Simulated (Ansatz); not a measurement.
`[Cl][Sn][Br]` + H–F → `[F][Sn][Cl]` + HBr  (ligand exchange at the Sn–Br bond)

Program: Ansatz. Geometries: PBE0-D4/def2-TZVP. ΔE: electronic, gas phase. CCSD(T)/CBS adds triple-zeta CCSD(T) − MP2 to the extrapolated MP2 energy (def2 sets, frozen cores). This one scheme is used for every species. Functionals use def2-TZVPP. def2 core potentials past Kr. For Br, Sn outer-core shells are correlated without core-valence functions, which leaves a few kJ/mol of doubt a bond. Scalar relativity is left out up to krypton.

**Question.** Is it downhill or uphill in electronic energy at CCSD(T)/CBS, and by how much? (Best estimate.)

**Answer.** Ansatz gave: Uphill: ΔE = +44.4 kJ/mol.

**Question.** What do these levels give: B97M-V, r2SCAN0-D4, BLYP, r2SCANh, MP2/def2-TZVPP, MP2/def2-QZVPP? (Best estimate.)

**Answer.** Computed: B97M-V 27.9, r2SCAN0-D4 46.0, BLYP 26.1, r2SCANh 40.2, MP2/def2-TZVPP 47.3, MP2/def2-QZVPP 48.5 kJ/mol.

Largest T1 diagnostic among the species: 0.016.

From PBE to PBE0 (25 % exact exchange), in def2-TZVPP and without D4, ΔE moves by +8.6 kJ/mol. At CCSD(T), def2-SVP lies −9.9 kJ/mol from the extrapolated value and def2-TZVPP −4.1 kJ/mol.
